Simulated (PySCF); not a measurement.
C3HClF2.

```xyz
7

F     -2.7867    -0.7929    -0.3150
C     -1.8136    -0.0588    -0.8631
C     -0.5650    -0.1071    -0.4742
C      0.6890    -0.0983    -0.1080
F      1.6178    -0.8971    -0.6217
Cl     1.3437     0.9538     1.1044
H     -2.1845     0.5809    -1.6728
```

Geometry: B3LYP-D3(BJ)/def2-SVP. The structure was generated by enumeration; whether it is a known compound was not checked.

All values below come from HF/pcSseg-1 run with PySCF. Non-relativistic, no solvent.

**Question.** Give the absolute GIAO shielding of each atom: isotropic value and principal components (ppm). (Estimate from the structure and the level; the computed values follow.)

**Answer.** 
```
atom  σ(iso)    σ11    σ22     σ33   span
----  ------  -----  -----  ------  -----
F1     343.5  273.8  335.0   421.7  147.9
C2      54.9  -23.3   79.0   109.1  132.5
C3       7.1  -22.4   14.6    29.1   51.5
C4      52.2  -21.0   83.3    94.3  115.4
F5     299.0  260.7  291.0   345.4   84.6
Cl6    716.2  480.9  639.4  1028.1  547.2
H7      24.3   21.2   25.5    26.3    5.1
```
